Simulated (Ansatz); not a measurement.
`[OH][Al]([F])[CH2][SeH]` and `[OH][Al]([F])[TeH]` differ in one atom or group.

Ansatz, PBE0-D4/def2-TZVP geometries, multiplicity 1. Each molecule was computed in one conformer, which needn't be the lowest.

Elements past krypton have def2 core potentials. Scalar relativity is left out up to krypton.

| property | `[OH][Al]([F])[CH2][SeH]` |
| --- | --- |
| HOMO energy (B3LYP/def2-TZVPP) / eV | -6.76 |
| HOMO energy (PBE/def2-TZVPP) / eV | -5.83 |
| HOMO–LUMO gap (PBE0/def2-TZVPP) / eV | 6.25 |
| HOMO–LUMO gap (ωB97M-V/def2-TZVPP) / eV | 10.10 |
| LUMO energy (B3LYP/def2-TZVPP) / eV | -1.01 |
| ideal-gas entropy at 298 K and 1 bar (rigid rotor, harmonic PBE0-D4/def2-TZVP) / J/(mol·K) | 371 |

**Question.** What does the change do to each property? (An estimate is asked.)

**Answer.** Computed: 
| property | `[OH][Al]([F])[TeH]` | shift |
| --- | --- | --- |
| HOMO energy (B3LYP/def2-TZVPP) / eV | -6.81 | -0.05 |
| HOMO energy (PBE/def2-TZVPP) / eV | -6.00 | -0.17 |
| HOMO–LUMO gap (PBE0/def2-TZVPP) / eV | 6.02 | -0.23 |
| HOMO–LUMO gap (ωB97M-V/def2-TZVPP) / eV | 9.71 | -0.39 |
| LUMO energy (B3LYP/def2-TZVPP) / eV | -1.28 | -0.27 |
| ideal-gas entropy at 298 K and 1 bar (rigid rotor, harmonic PBE0-D4/def2-TZVP) / J/(mol·K) | 348 | -23 |

With PBE0 the HOMO falls by 0.05 eV and the LUMO falls by 0.28 eV, so the gap narrows by about 0.23 eV. PBE moves the HOMO by -0.17 eV and ωB97M-V by 0.03 eV. The zero-point energy changes by -72.7 kJ/mol with -9 modes.

B3LYP here is the variant with VWN-RPA as its local correlation; programs differ in this.

Spin–orbit coupling is left out; it splits and shifts lone-pair levels of the heavy atoms by tenths of an eV.
